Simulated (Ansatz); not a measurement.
Consider the formal exchange of groups at a Ge–C bond: `[NH2][GeH2][CH]=[Se]` + `C#CCO` → `[NH2][GeH2][CH2]O` + `C#CC=[Se]`.

Isolated molecules relaxed with PBE0-D4/def2-TZVP in Ansatz; ΔE leaves out vibrations. CBS: MP2 limit from def2 TZ/QZ plus the TZ coupled-cluster correction, frozen cores. This one scheme is used for every species. Functionals use def2-TZVPP. For Ge, Se outer-core shells are correlated without core-valence functions, which leaves a few kJ/mol of doubt a bond. Scalar relativity is left out up to krypton. Each species was taken in one conformer, which may not be the lowest.

```csv
level,ΔE (kJ/mol),difference from CCSD(T)/CBS
r2SCAN-D4,-22.5,-16.5
ωB97X-V,-4.5,1.5
r2SCAN,-22.5,-16.5
HF/def2-TZVPP,13.8,19.8
MP2/def2-TZVPP,-9.1,-3.1
SCS-MP2/def2-TZVPP,-3.9,2.1
CCSD/def2-TZVPP,-0.5,5.5
HF/def2-QZVPP,13.7,19.7
HF/CBS(def2),13.7,19.7
MP2/CBS(def2),-10.0,-4.0
CCSD(T)/CBS,-6.0,0
```

Largest T1 diagnostic among the species: 0.016.

In def2-TZVPP, CCSD(T) changes the Hartree–Fock value by −18.8 kJ/mol (the triples alone add −4.6 kJ/mol) and MP2 by −22.9 kJ/mol. From PBE to PBE0 (25 % exact exchange), in def2-TZVPP and without D4, ΔE moves by +9.5 kJ/mol.

CCSD(T)/CBS has its own doubt, a few kJ/mol and more with outer-core shells, so smaller differences from it don't rank the levels.
